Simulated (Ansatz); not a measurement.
Reaction (ligand exchange at the Si–C bond): `C#C[Si](C)(F)Cl` + HCl → `C#C[Si](F)(Cl)Cl` + CH₄

Gas-phase electronic energies from Ansatz, PBE0-D4/def2-TZVP geometries. CCSD(T)/CBS is the MP2 limit (def2-TZVPP, def2-QZVPP) plus CCSD(T) − MP2 in def2-TZVPP, frozen cores. This one scheme is used for every species. DFT in def2-TZVPP. HSE06 is defined as in plane-wave codes.

```json
{"level": "LDA (SPW92)", "ΔE (kJ/mol)": "-82.5", "difference from CCSD(T)/CBS": "4.8"}
{"level": "PBE-D4", "ΔE (kJ/mol)": "-87.1", "difference from CCSD(T)/CBS": "0.2"}
{"level": "revPBE-D4", "ΔE (kJ/mol)": "-87.9", "difference from CCSD(T)/CBS": "-0.6"}
{"level": "BLYP-D4", "ΔE (kJ/mol)": "-89.9", "difference from CCSD(T)/CBS": "-2.6"}
{"level": "r2SCAN-D4", "ΔE (kJ/mol)": "-91.4", "difference from CCSD(T)/CBS": "-4.1"}
{"level": "B97M-V", "ΔE (kJ/mol)": "-94.2", "difference from CCSD(T)/CBS": "-6.9"}
{"level": "PBE0-D4", "ΔE (kJ/mol)": "-87.1", "difference from CCSD(T)/CBS": "0.2"}
{"level": "r2SCANh-D4", "ΔE (kJ/mol)": "-91.0", "difference from CCSD(T)/CBS": "-3.7"}
{"level": "r2SCAN0-D4", "ΔE (kJ/mol)": "-90.4", "difference from CCSD(T)/CBS": "-3.1"}
{"level": "HSE06-D4", "ΔE (kJ/mol)": "-87.3", "difference from CCSD(T)/CBS": "0.0"}
{"level": "BHLYP-D4", "ΔE (kJ/mol)": "-91.4", "difference from CCSD(T)/CBS": "-4.1"}
{"level": "CAM-B3LYP-D4", "ΔE (kJ/mol)": "-87.4", "difference from CCSD(T)/CBS": "-0.1"}
{"level": "ωB97X-V", "ΔE (kJ/mol)": "-87.0", "difference from CCSD(T)/CBS": "0.3"}
{"level": "ωB97M-V", "ΔE (kJ/mol)": "-87.7", "difference from CCSD(T)/CBS": "-0.4"}
{"level": "B2PLYP", "ΔE (kJ/mol)": "-90.2", "difference from CCSD(T)/CBS": "-2.9"}
{"level": "PBE-QIDH", "ΔE (kJ/mol)": "-88.8", "difference from CCSD(T)/CBS": "-1.5"}
{"level": "PBE", "ΔE (kJ/mol)": "-87.0", "difference from CCSD(T)/CBS": "0.3"}
{"level": "revPBE", "ΔE (kJ/mol)": "-87.9", "difference from CCSD(T)/CBS": "-0.6"}
{"level": "r2SCAN", "ΔE (kJ/mol)": "-91.7", "difference from CCSD(T)/CBS": "-4.4"}
{"level": "r2SCANh", "ΔE (kJ/mol)": "-91.2", "difference from CCSD(T)/CBS": "-3.9"}
{"level": "r2SCAN0", "ΔE (kJ/mol)": "-90.6", "difference from CCSD(T)/CBS": "-3.3"}
{"level": "HSE06", "ΔE (kJ/mol)": "-87.2", "difference from CCSD(T)/CBS": "0.1"}
{"level": "BHLYP", "ΔE (kJ/mol)": "-90.0", "difference from CCSD(T)/CBS": "-2.7"}
{"level": "CAM-B3LYP", "ΔE (kJ/mol)": "-87.2", "difference from CCSD(T)/CBS": "0.1"}
{"level": "RPA@PBE/def2-TZVPP", "ΔE (kJ/mol)": "-81.6", "difference from CCSD(T)/CBS": "5.7"}
{"level": "HF/def2-SVP", "ΔE (kJ/mol)": "-89.3", "difference from CCSD(T)/CBS": "-2.0"}
{"level": "MP2/def2-SVP", "ΔE (kJ/mol)": "-90.2", "difference from CCSD(T)/CBS": "-2.9"}
{"level": "CCSD/def2-SVP", "ΔE (kJ/mol)": "-86.2", "difference from CCSD(T)/CBS": "1.1"}
{"level": "CCSD(T)/def2-SVP", "ΔE (kJ/mol)": "-86.4", "difference from CCSD(T)/CBS": "0.9"}
{"level": "HF/def2-TZVPP", "ΔE (kJ/mol)": "-91.7", "difference from CCSD(T)/CBS": "-4.4"}
{"level": "MP2/def2-TZVPP", "ΔE (kJ/mol)": "-90.4", "difference from CCSD(T)/CBS": "-3.1"}
{"level": "SCS-MP2/def2-TZVPP", "ΔE (kJ/mol)": "-89.5", "difference from CCSD(T)/CBS": "-2.2"}
{"level": "CCSD/def2-TZVPP", "ΔE (kJ/mol)": "-84.0", "difference from CCSD(T)/CBS": "3.3"}
{"level": "CCSD(T)/def2-TZVPP", "ΔE (kJ/mol)": "-84.6", "difference from CCSD(T)/CBS": "2.7"}
{"level": "HF/def2-QZVPP", "ΔE (kJ/mol)": "-91.8", "difference from CCSD(T)/CBS": "-4.5"}
{"level": "MP2/def2-QZVPP", "ΔE (kJ/mol)": "-92.0", "difference from CCSD(T)/CBS": "-4.7"}
{"level": "SCS-MP2/def2-QZVPP", "ΔE (kJ/mol)": "-91.0", "difference from CCSD(T)/CBS": "-3.7"}
{"level": "HF/CBS(def2)", "ΔE (kJ/mol)": "-91.9", "difference from CCSD(T)/CBS": "-4.6"}
{"level": "MP2/CBS(def2)", "ΔE (kJ/mol)": "-93.1", "difference from CCSD(T)/CBS": "-5.8"}
{"level": "CCSD/CBS(def2)", "ΔE (kJ/mol)": "-86.7", "difference from CCSD(T)/CBS": "0.6"}
{"level": "CCSD(T)/CBS", "ΔE (kJ/mol)": "-87.3", "difference from CCSD(T)/CBS": "0"}
```

Largest T1 diagnostic among the species: 0.011.

Leaving LDA and LC-ωPBE aside and taking each functional with its dispersion term where it has one, the values spread over 7.2 kJ/mol, from B97M-V to ωB97X-V. LDA lies +4.5 kJ/mol from PBE without D4.

CCSD(T)/CBS has its own doubt, a few kJ/mol and more with outer-core shells, so smaller differences from it don't rank the levels.
